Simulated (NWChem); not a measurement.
## Correlation energy of BN

```xyz
2

B      0.0000     0.0000     0.7682
N      0.0000     0.0000    -0.5487
```
Charge 0, spin multiplicity 3.

All runs are NWChem calculations. The geometry was optimised at UPBE0/def2-SVP, a minimum by its harmonic frequencies.

Basis set: cc-pVDZ. Each correlation energy counts from its own Hartree-Fock reference.

```json
[
 {"method": "SCS-UMP2", "correlation energy (mHa)": "-170.2", "remark": "-"},
 {"method": "CCSD[T] on ROHF", "correlation energy (mHa)": "-214.2", "remark": "-"},
 {"method": "UMP2", "correlation energy (mHa)": "-176.7", "remark": "-"},
 {"method": "CCSD on UHF", "correlation energy (mHa)": "-199.0", "remark": "-"},
 {"method": "CCSD(T) on ROHF", "correlation energy (mHa)": "-212.4", "remark": "-"},
 {"method": "CCSD on ROHF", "correlation energy (mHa)": "-202.9", "remark": "-"},
 {"method": "CCSDT on ROHF", "correlation energy (mHa)": "-213.1", "remark": "large amplitudes"},
 {"method": "URI-MP2", "correlation energy (mHa)": "-176.7", "remark": "-"},
 {"method": "CCSD[T] on UHF", "correlation energy (mHa)": "-209.0", "remark": "-"},
 {"method": "CCSD(T) on UHF", "correlation energy (mHa)": "-207.5", "remark": "-"}
]
```

The values span 44.0 mHa, from CCSD[T] on ROHF (lowest) to SCS-UMP2 (highest). 

The correlated methods keep 2 core orbitals frozen. This spin state was chosen for the runs; another may lie lower. The structure started from a generated list of species. The unpaired electrons of the parent sit in orbitals of symmetry a1 and b1 (C2v labels of the run); other states weren't searched. No SCF solution was tested for a lower state. Open-shell Hartree-Fock references start from PBE0 orbitals. No row is a measurement; the coupled-cluster row has its own basis-set and correlation limits.
